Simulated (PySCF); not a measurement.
Identify the compound

Molecular formula: C$_{5}$H$_{11}$PSi. Simulated spectra:

¹H NMR (300 MHz, computed): δ 6.05 (m, 2H), 5.29 (m, 2H), 5.23 (m, 2H), 4.23 (m, 2H), 2.81 (m, 1H), 0.82 (m, 2H).

¹³C{¹H} NMR (computed): δ 145.7 (CH), 119.8 (CH2), 47.4 (CH).

Calculated, not measured (PySCF 2.14): GFN2-xTB structure, shieldings: GIAO PBE0/pcSseg-1. Non-relativistic Hamiltonian, in vacuum, single conformer, rapidly exchanging positions averaged.

Referencing at the same level of theory: TMS for ¹H (σ = 31.72 ppm), ¹³C (σ = 186.93 ppm).

**Question.** Propose a structure and justify it.

**Answer.** 
- 3 carbon signals for 5 carbons: some carbons are equivalent by symmetry or fast rotation.
- Carbon types of the structure: 3 × CH, 2 × CH2, leaving 4 H on heteroatoms.
- δC 145.7: alkene CH; the olefinic region.
- δC 119.8: terminal =CH2 carbon; as expected for a trigonal carbon in a double bond.
- δC 47.4: allylic sp3 CH bonded to Si.
- δH 6.05: hydrogen on an alkene CH; attached to an sp2 carbon and in the plane of the double bond.
- δH 5.29, 5.23: hydrogen on a terminal =CH2 carbon; olefinic region.
- δH 4.23: hydrogen on a silicon bonded to C, P.
- δH 2.81: hydrogen on an allylic sp3 CH bonded to Si; allylic position.

The compound is SMILES C=CC(C=C)[SiH2]P.

This is the structure that produced the data.

Splittings by ³¹P in the carbon and heteronuclear signals aren't shown, as no couplings were computed. Shifts are as computed. Against solution values, carbons near 30 ppm lie about +3 ppm off and those near 130 ppm about +5 ppm. Of 1211 compounds with measured shifts, 218 miss one by over three times the rms of a fit or turn the order of signals round; such compounds aren't used in these exercises. Multiplicities follow the n + 1 count of equivalent neighbours, as no J values were calculated; m marks all less simple cases, F and P coupling included.
